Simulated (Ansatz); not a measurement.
C7H9N can be A, `Cc1cncc(C)c1`, or B, `CNc1ccccc1`.

Calculated with Ansatz (gas phase, PBE0-D4/def2-TZVP geometries, no zero-point term in ΔE). CCSD(T)/CBS is the MP2 limit (def2-TZVPP, def2-QZVPP) plus CCSD(T) − MP2 in def2-TZVPP, frozen cores. DFT in def2-TZVPP. B3LYP here is the variant with VWN-RPA as its local correlation; programs differ in this. One conformer a species, not always the lowest.

Task: Which is lower in electronic energy at CCSD(T)/CBS, and by how much? (An estimate is asked.)

Result: Ansatz gave: A, by 16.3 kJ/mol.

Task: Give E(B) − E(A) in kJ/mol with LDA (SPW92), MP2/def2-TZVPP, B3LYP-D4, ωB97M-V, B3LYP, CCSD(T)/def2-SVP, CCSD/def2-TZVPP. (Best estimate.)

Result: Computed: LDA (SPW92) 0.4, MP2/def2-TZVPP 21.5, B3LYP-D4 12.4, ωB97M-V 15.1, B3LYP 13.5, CCSD(T)/def2-SVP 28.4, CCSD/def2-TZVPP 19.7. None reverses the order clearly.

Largest T1 diagnostic: 0.011.

Leaving LDA and LC-ωPBE aside and taking each functional with its dispersion term where it has one, the values, not all of them listed here, spread over 6.7 kJ/mol, from r2SCAN0-D4 to ωB97X-V. LDA lies −12.8 kJ/mol from PBE without D4. At CCSD(T), def2-SVP lies +12.1 kJ/mol from the extrapolated value and def2-TZVPP +4.9 kJ/mol.
